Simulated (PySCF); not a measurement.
# One molecule, a ladder of functionals, a line

Molecule: SMILES FC(F)[SiH3], CH4F2Si.

Mapped SMILES: `[F:1][CH:2]([F:3])[SiH3:4]`; H(Xn) means a hydrogen on atom n.

GIAO shieldings (ppm, equivalent atoms averaged) in PySCF 2.14 on the PBE0-D3(BJ)/def2-SVP geometry, basis pcSseg-2, gas phase, non-relativistic:

```csv
functional,exact exchange (%),σ(F1/F3),σ(C2),σ(Si4)
BLYP,0,297.1,42.5,390.4
BP86,0,300.1,48.1,400.6
PBE,0,297.5,47.7,402.4
B3LYP,20,315.5,51.3,400.0
mPW1PW91,25,321.5,57.8,412.0
BHandHLYP,50,337.3,63.0,415.5
HF,100,366.2,81.7,445.5
```

Question: Fit each shielding as a line in the percentage of exact exchange.

Answer: σ(F1/F3) = 300.2 + 0.69 x (rms 2.7 ppm); σ(C2) = 46.1 + 0.35 x (rms 2.1 ppm); σ(Si4) = 396.5 + 0.47 x (rms 4.8 ppm). The functionals also differ in their semilocal parts, which the line can't hold; Hartree–Fock has no correlation at all.

Question: What does the line predict for PBE0 (25 %), and what does the run give?

Answer: σ(F1/F3): 317.4 predicted, 320.2 computed; σ(C2): 54.9 predicted, 58.3 computed; σ(Si4): 408.2 predicted, 413.9 computed ppm.
